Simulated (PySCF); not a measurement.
CH₉GeNSi, SMILES C[SiH2][NH][GeH3].

Geometry: PBE0-D3(BJ)/def2-SVP. This is a generated structure with no PubChem entry under its InChIKey; it may be hypothetical. The values are those of a single conformer.

All values below come from TDDFT-CAM-B3LYP/def2-SVPD (PySCF).

Vertical excitations. The molecule is in vacuum.

### Question
Estimate the UV-visible absorptions. (Estimate from the structure and the level; the computed values follow.)

### Answer

```tsv
state	energy (eV)	λ (nm)	f	main pairs
S1	6.07	204	0.005	HOMO→LUMO+1 51 %, HOMO→LUMO 44 %
S2	6.60	188	0.026	HOMO→LUMO 50 %, HOMO→LUMO+1 40 %
S3	7.28	170	0.006	HOMO→LUMO+2 55 %, HOMO→LUMO+4 26 %
S4	7.35	169	0.005	HOMO→LUMO+3 55 %, HOMO→LUMO+2 18 %, HOMO→LUMO+4 12 %
S5	7.63	162	0.052	HOMO→LUMO+5 56 %, HOMO→LUMO+4 31 %
S6	7.74	160	0.016	HOMO→LUMO+3 27 %, HOMO→LUMO+5 26 %, HOMO→LUMO+4 25 %, HOMO→LUMO+2 8 %
S7	8.06	154	0.019	HOMO→LUMO+6 70 %
S8	8.44	147	0.007	HOMO−1→LUMO 47 %, HOMO−1→LUMO+1 36 %
S9	8.44	147	0.037	HOMO−1→LUMO+1 26 %, HOMO−1→LUMO+2 20 %, HOMO−3→LUMO 9 %, HOMO−1→LUMO 9 %
S10	8.54	145	0.032	HOMO−3→LUMO+1 21 %, HOMO→LUMO+8 15 %, HOMO−3→LUMO 14 %, HOMO→LUMO+9 12 %
T1	5.69	218	0	HOMO→LUMO+1 67 %, HOMO→LUMO 24 %
T2	6.38	194	0	HOMO→LUMO 68 %, HOMO→LUMO+1 21 %
T3	7.03	176	0	HOMO→LUMO+2 61 %, HOMO→LUMO+4 13 %
T4	7.16	173	0	HOMO→LUMO+3 51 %, HOMO→LUMO+4 21 %, HOMO→LUMO+2 10 %
```
Triplets are in the Tamm–Dancoff approximation, which puts them higher than full response would, so one can lie above its singlet here.
